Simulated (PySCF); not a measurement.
**How methods differ on the excitation energy of Fe**

Fe [Ar] 3d6 4s2 (5D) → Fe [Ar] 3d6 4s1 4p1 (high-spin determinant), as a difference of total energies. Calculation: PySCF 2.14, in def2-TZVPPD (6s6p4d2f1g, 67 functions); the non-relativistic Hamiltonian (point nucleus). Correlated levels: valence: [Ar] frozen; valence and next inner shell: [Ne] frozen. The calculations carry no spin-orbit coupling.

```json
{"method": "UHF", "excitation energy (eV)": "1.238"}
{"method": "LDA", "excitation energy (eV)": "2.629"}
{"method": "PBE", "excitation energy (eV)": "2.419"}
{"method": "PBE0", "excitation energy (eV)": "2.225"}
{"method": "r2SCAN0", "excitation energy (eV)": "2.069"}
{"method": "MN15", "excitation energy (eV)": "2.759"}
{"method": "BLYP", "excitation energy (eV)": "2.820"}
{"method": "MP2 (valence)", "excitation energy (eV)": "2.047"}
{"method": "SCS-MP2 (valence)", "excitation energy (eV)": "2.310"}
{"method": "MP2 (valence and next inner shell)", "excitation energy (eV)": "2.140"}
{"method": "SCS-MP2 (valence and next inner shell)", "excitation energy (eV)": "2.316"}
```

How much does correlation contribute at MP2 (valence and next inner shell)?

2.140 − (1.238) = 0.902 eV, measured against UHF.

A first-order spin-orbit estimate (lowest level to lowest level, LS coupling) adds 0.015 eV.

The determinant of the upper state mixes LS terms, which raises its energy above the lowest term, most at the Hartree-Fock and MP2 levels.
